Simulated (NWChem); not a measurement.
System: CH$_{3}$CaFN$_{2}$

Here is an NWChem input.

```
start job
memory heap 200 mb stack 900 mb global 1100 mb
geometry units angstroms
  Ca     0.145755    -0.655860    -0.387164
  F      1.915484    -0.841515     0.155718
  C     -1.145056     1.307012     0.448945
  N     -1.216002     0.175691     1.087507
  N     -0.540110     1.381779    -0.700833
  H     -1.622215     2.201737     0.872014
  H     -1.699000     0.217875     1.977886
  H     -0.528950     2.305757    -1.117944
end
basis spherical
  * library def2-svp
end
dft
  xc pbe0
  iterations 150
end
driver
  maxiter 120
end
task dft optimize
task dft freq
```

Excerpt of the output:

```
             Northwest Computational Chemistry Package (NWChem) 7.3.0
             --------------------------------------------------------

 CS  symmetry detected

                             Geometry "geometry" -> ""
                             -------------------------

 Output coordinates in angstroms (scale by  1.889725989 to convert to a.u.)

  No.       Tag          Charge          X              Y              Z
 ---- ---------------- ---------- -------------- -------------- --------------
    1 Ca                  20.0000    -0.53435064    -0.64789538     0.00000000
    2 F                    9.0000     0.67613337    -2.06064349     0.00000000
    3 C                    6.0000     0.36625956     1.67740862     0.00000000
    4 N                    7.0000     0.06050935     1.10976626    -1.13022535
    5 N                    7.0000     0.06050935     1.10976626     1.13022535
    6 H                    1.0000     0.86422252     2.65681338     0.00000000
    7 H                    1.0000     0.34645082     1.62285311    -1.95655496
    8 H                    1.0000     0.34645082     1.62285311     1.95655496

 Effective nuclear repulsion energy (a.u.)     250.5741076067

      Symmetry information
      --------------------

 Group name             Cs
 Group number              2
 Group order               2
 No. of unique centers     6

                                Z-matrix (autoz)
                                --------

 Units are Angstrom for bonds and degrees for angles

      Type          Name      I     J     K     L     M      Value
      ----------- --------  ----- ----- ----- ----- ----- ----------
    1 Stretch                  1     2                       1.86041
    2 Stretch                  1     3                       2.49362
    3 Stretch                  1     4                       2.17270
    4 Stretch                  1     5                       2.17270
    5 Stretch                  3     4                       1.30120
    6 Stretch                  3     5                       1.30120
    7 Stretch                  3     6                       1.09873
    8 Stretch                  4     7                       1.01383
    9 Stretch                  5     8                       1.01383
   10 Bend                     1     3     4                60.54985
   11 Bend                     1     3     5                60.54985
   12 Bend                     1     3     6               174.22147
   13 Bend                     1     4     3                88.01738
   14 Bend                     1     4     7               155.59157
   15 Bend                     1     5     3                88.01738
   16 Bend                     1     5     8               155.59157
   17 Bend                     2     1     3               118.23725
   18 Bend                     2     1     4               115.85996
   19 Bend                     2     1     5               115.85996
   20 Bend                     3     1     4                31.43277
   21 Bend                     3     1     5                31.43277
   22 Bend                     3     4     7               114.89225
   23 Bend                     3     5     8               114.89225
   24 Bend                     4     1     5                62.69040
   25 Bend                     4     3     5               120.59391
   26 Bend                     4     3     6               119.69387
   27 Bend                     5     3     6               119.69387
   28 Torsion                  1     3     4     7        -171.27240
   29 Torsion                  1     3     5     8         171.27240
   30 Torsion                  1     4     3     5          -8.20231
   31 Torsion                  1     4     3     6         173.36099
   32 Torsion                  1     5     3     4           8.20231
   33 Torsion                  1     5     3     6        -173.36099
   34 Torsion                  2     1     3     4          94.05380
   35 Torsion                  2     1     3     5         -94.05380
   36 Torsion                  2     1     3     6           0.00000
   37 Torsion                  2     1     4     3        -102.42345
   38 Torsion                  2     1     4     7          58.12082
   39 Torsion                  2     1     5     3         102.42345
   40 Torsion                  2     1     5     8         -58.12082
   41 Torsion                  3     1     4     7         160.54427
   42 Torsion                  3     1     5     8        -160.54427
   43 Torsion                  3     4     1     5           4.74804
   44 Torsion                  3     5     1     4          -4.74804
   45 Torsion                  4     1     3     5         171.89241
   46 Torsion                  4     1     3     6         -94.05380
   47 Torsion                  4     1     5     8        -165.29231
   48 Torsion                  4     3     1     5        -171.89241
   49 Torsion                  4     3     5     8         179.47470
   50 Torsion                  5     1     3     6          94.05380
   51 Torsion                  5     1     4     7         165.29231
   52 Torsion                  5     3     4     7        -179.47470
   53 Torsion                  6     3     4     7           2.08860
   54 Torsion                  6     3     5     8          -2.08860

                           NWChem Geometry Optimization
                           ----------------------------

 maximum gradient threshold         (gmax) =   0.000450
 rms gradient threshold             (grms) =   0.000300
 maximum cartesian step threshold   (xmax) =   0.001800
 rms cartesian step threshold       (xrms) =   0.001200
 fixed trust radius                (trust) =   0.300000
 source of zmatrix                         =   autoz

          -------------------
          Energy Minimization
          -------------------

 Using diagonal initial Hessian
 Scaling for Hessian diagonals: bonds = 1.00  angles = 0.25  torsions = 0.10

          --------
          Step   0

                                 NWChem DFT Module
                                 -----------------

 Summary of "ao basis" -> "ao basis" (spherical)
 ------------------------------------------------------------------------------
       Tag                 Description            Shells   Functions and Types
 ---------------- ------------------------------  ------  ---------------------
 Ca                         def2-svp                10       24   5s3p2d
 F                          def2-svp                 6       14   3s2p1d
 C                          def2-svp                 6       14   3s2p1d
 N                          def2-svp                 6       14   3s2p1d
 H                          def2-svp                 3        5   2s1p

      Symmetry analysis of basis
      --------------------------

        a'         60
        a"         35

            General Information
            -------------------
          SCF calculation type: DFT
          Wavefunction type:  closed shell.
          No. of atoms     :     8
          No. of electrons :    52
           Alpha electrons :    26
            Beta electrons :    26
          Charge           :     0
          Spin multiplicity:     1
          Use of symmetry is: on ; symmetry adaption is: on
          Maximum number of iterations: 150
          AO basis - number of functions:    95
                     number of shells:    43
          Convergence on energy requested:  1.00D-06
          Convergence on density requested:  1.00D-05
          Convergence on gradient requested:  5.00D-04

              XC Information
              --------------
                         PBE0 Method XC Functional
                     Hartree-Fock (Exact) Exchange  0.250
          PerdewBurkeErnzerhof Exchange Functional  0.750
            Perdew 1991 LDA Correlation Functional  1.000 local
           PerdewBurkeErnz. Correlation Functional  1.000 non-local

             Grid Information
             ----------------
          Grid used for XC integration:  medium
          Radial quadrature: Mura-Knowles
          Angular quadrature: Lebedev.
          Tag              B.-S. Rad. Rad. Pts. Rad. Cut. Ang. Pts.
          ---              ---------- --------- --------- ---------
          Ca                  1.80      112          11.0       590
          F                   0.50       49          12.0       434
          C                   0.70       49          11.0       434
          N                   0.65       49           9.0       434
          H                   0.35       45          13.0       434
          Grid pruning is: on
          Number of quadrature shells:   349
          Spatial weights used:  Erf1

      Superposition of Atomic Density Guess
      -------------------------------------

 Sum of atomic energies:        -923.56422605

      Non-variational initial energy
      ------------------------------

 Total energy =    -925.547126
 1-e energy   =   -1762.241068
 2-e energy   =     586.119834
 HOMO         =      -0.349165
 LUMO         =      -0.086930

      Symmetry analysis of molecular orbitals - initial
      -------------------------------------------------

  Numbering of irreducible representations:

     1 a'          2 a"

  Orbital symmetries:

     1 a'          2 a'          3 a'          4 a'          5 a"
     6 a'          7 a'          8 a"          9 a'         10 a'
    11 a'         12 a'         13 a"         14 a'         15 a'
    16 a"         17 a'         18 a'         19 a"         20 a'
    21 a'         22 a"         23 a'         24 a"         25 a'
    26 a"         27 a'         28 a'         29 a'         30 a"
    31 a'         32 a'         33 a'         34 a"         35 a"
    36 a'

   convergence    iter        energy       DeltaE   RMS-Dens  Diis-err
 ---------------- ----- ----------------- --------- --------- ---------
 d= 0,ls=0.0,diis     1   -926.0879182194 -1.18D+03  1.99D-02  1.39D+00
 d= 0,ls=0.0,diis     2   -925.8173125663  2.71D-01  1.23D-02  4.73D+00
 d= 0,ls=0.0,diis     3   -926.2467742592 -4.29D-01  2.60D-03  6.70D-02
 d= 0,ls=0.0,diis     4   -926.2512211493 -4.45D-03  9.04D-04  2.43D-02
 d= 0,ls=0.0,diis     5   -926.2536164581 -2.40D-03  1.79D-04  3.00D-04
  Resetting Diis
 d= 0,ls=0.0,diis     6   -926.2536497145 -3.33D-05  2.96D-05  6.09D-06
 d= 0,ls=0.0,diis     7   -926.2536503061 -5.92D-07  2.22D-05  1.91D-06
 d= 0,ls=0.0,diis     8   -926.2536502423  6.39D-08  1.13D-05  2.51D-06
 d= 0,ls=0.0,diis     9   -926.2536505602 -3.18D-07  8.91D-07  8.03D-09

         Total DFT energy =     -926.253650560247
      One electron energy =    -1771.531298904620
           Coulomb energy =      661.504495530233
    Exchange-Corr. energy =      -66.800954792572
 Nuclear repulsion energy =      250.574107606713

 Numeric. integr. density =       51.999999534835

                  Occupations of the irreducible representations
                  ----------------------------------------------

                     irrep           alpha         beta
                     --------     --------     --------
                     a'               18.0         18.0
                     a"                8.0          8.0

                       DFT Final Molecular Orbital Analysis
                       ------------------------------------

 Vector   24  Occ=2.000000D+00  E=-3.173827D-01  Symmetry=a'
              MO Center=  6.0D-01, -1.9D+00, -6.1D-11, r^2= 1.0D+00
   Bfn.  Coefficient  Atom+Function         Bfn.  Coefficient  Atom+Function
  ----- ------------  ---------------      ----- ------------  ---------------
    29      0.523513  2 F  py                32     -0.376878  2 F  py
    28     -0.353986  2 F  px                31      0.256491  2 F  px
     3      0.175223  1 Ca s                  4     -0.169054  1 Ca s
     9      0.163162  1 Ca px                10     -0.146446  1 Ca py
    15      0.139657  1 Ca d -2               5      0.079809  1 Ca s

[...]

      ----------------------
      Optimization converged
      ----------------------

  Step       Energy      Delta E   Gmax     Grms     Xrms     Xmax
  ---- ---------------- -------- -------- -------- -------- --------
@   25    -926.27298896 -2.1D-07  0.00009  0.00002  0.00019  0.00059
                                     ok       ok       ok       ok

                                Z-matrix (autoz)
                                --------

 Units are Angstrom for bonds and degrees for angles

[...]

 Rotational Constants
 --------------------
 A=   0.375589 cm-1  (  0.540377 K)
 B=   0.063203 cm-1  (  0.090933 K)
 C=   0.054131 cm-1  (  0.077880 K)

 Temperature                      =   298.15K
 frequency scaling parameter      =   1.0000

 Zero-Point correction to Energy  =   31.252 kcal/mol  (  0.049803 au)
 Thermal correction to Energy     =   35.225 kcal/mol  (  0.056135 au)
 Thermal correction to Enthalpy   =   35.817 kcal/mol  (  0.057078 au)

 Total Entropy                    =   82.100 cal/mol-K
   - Translational                =   39.759 cal/mol-K (mol. weight = 101.9906)
   - Rotational                   =   26.620 cal/mol-K (symmetry #  =        1)
   - Vibrational                  =   15.721 cal/mol-K

 Cv (constant volume heat capacity) =   19.442 cal/mol-K
   - Translational                  =    2.979 cal/mol-K
   - Rotational                     =    2.979 cal/mol-K
   - Vibrational                    =   13.483 cal/mol-K

[normal modes left out]

 ----------------------------------------------------------------------------
 Normal Eigenvalue ||           Projected Infra Red Intensities
  Mode   [cm**-1]  || [atomic units] [(debye/angs)**2] [(KM/mol)] [arbitrary]
 ------ ---------- || -------------- ----------------- ---------- -----------
    1       -0.000 ||    0.001757           0.041         1.713       0.285
    2       -0.000 ||    0.000001           0.000         0.001       0.000
    3       -0.000 ||    0.000591           0.014         0.576       0.096
    4       -0.000 ||    0.000610           0.014         0.595       0.099
    5        0.000 ||    0.001485           0.034         1.448       0.241
    6        0.000 ||    0.000786           0.018         0.766       0.127
    7       26.899 ||    0.030589           0.706        29.820       4.959
    8       88.840 ||    0.027175           0.627        26.491       4.405
    9      211.861 ||    0.159325           3.676       155.318      25.827
   10      323.133 ||    0.024017           0.554        23.413       3.893
   11      367.541 ||    0.020040           0.462        19.536       3.249
   12      611.797 ||    0.222682           5.137       217.082      36.097
   13      620.415 ||    0.000000           0.000         0.000       0.000
   14      727.608 ||    0.005260           0.121         5.128       0.853
   15      757.541 ||    0.111490           2.572       108.686      18.073
   16     1048.699 ||    0.000503           0.012         0.491       0.082
   17     1157.665 ||    0.148515           3.426       144.780      24.075
   18     1164.875 ||    0.002013           0.046         1.962       0.326
   19     1329.008 ||    0.162631           3.752       158.541      26.363
   20     1439.931 ||    0.064790           1.495        63.160      10.503
   21     1653.986 ||    0.360450           8.316       351.384      58.430
   22     3030.761 ||    0.078435           1.810        76.462      12.714
   23     3654.154 ||    0.049554           1.143        48.308       8.033
   24     3656.705 ||    0.007847           0.181         7.650       1.272
 ----------------------------------------------------------------------------
```

Level: PBE0/def2-SVP.
